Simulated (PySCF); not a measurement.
Excitations are Tamm–Dancoff values on a coarser integration grid. The basis has no diffuse functions, so Rydberg states are missing or too high.

Cartesian coordinates (Å):
SMILES: [SH][Ge]([SH])([SH])[SH]
```xyz
9

S     -0.3760     1.7398     1.3181
Ge    -0.0002     0.0000    -0.0004
S      1.7213     0.2810    -1.3657
S      0.3024    -1.6263     1.4729
S     -1.6482    -0.3949    -1.4270
H     -0.8385     2.4891     0.3030
H      2.4894     0.7986    -0.3922
H      0.8172    -2.4537     0.5478
H     -2.4675    -0.8336    -0.4565
```
Charge 0, spin multiplicity 1.

Give the HOMO–LUMO gap, LUMO, dipole moment, HOMO, T1 excitation (TDA), S1–T1 gap (TDA), total energy and S1 excitation (TDA) at the level PySCF 2.14.0 with PBE0-D3(BJ)/def2-TZVP.


- HOMO–LUMO gap: 5.97 eV
- LUMO: -1.47 eV
- dipole moment: 0.00 D
- HOMO: -7.43 eV
- T1 excitation (TDA): 4.30 eV
- S1–T1 gap (TDA): 0.34 eV
- total energy: -3671.5451 Ha
- S1 excitation (TDA): 4.63 eV
